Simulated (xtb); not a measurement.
C₂H₇AlSe, SMILES [CH3][Al]([CH3])[SeH]. All values are semi-empirical tight-binding results from xtb (GFN2-xTB unless named), good for trends rather than for accurate numbers. Geometry: GFN2-xTB. The structure was generated by enumeration; whether it is a known compound was not checked. One conformer was computed; it need not be the lowest.

Optimised geometry:

```xyz
11

Al    -0.8055     0.5677    -0.2145
C     -2.5536    -0.3598    -0.0863
H     -2.4009    -1.4406     0.0347
H     -3.1820    -0.2197    -0.9722
H     -3.1500    -0.0278     0.7703
C     -0.3360     2.4398    -0.6877
H      0.3430     2.4958    -1.5474
H      0.1669     2.9653     0.1330
H     -1.2233     3.0257    -0.9432
Se     1.0388    -0.7934     0.2891
H      1.9368     0.3180     0.1278
```
Charge 0, spin multiplicity 1.

For metal compounds this method's bond lengths and energies can be far off.

| Quantity | Value |
|---|---|
| orbital gap | 3.95 eV |
| zero-point energy | 46.9 kcal/mol |
| G − E(el) at 298.15 K (modified RRHO) | 25.1 kcal/mol |

### Question
Give the atomic charges and the Wiberg bond orders between heavy atoms. (An estimate is asked for; the answer gives what the named calculation found.)

### Answer
charges (e) Al1 0.31, C2 -0.21, H3 0.07, H4 0.05, H5 0.06, C6 -0.22, H7 0.06, H8 0.06, H9 0.05, Se10 -0.40, H11 0.17. Bond orders Al1–C2 1.04, Al1–C6 1.03, Al1–Se10 1.06.
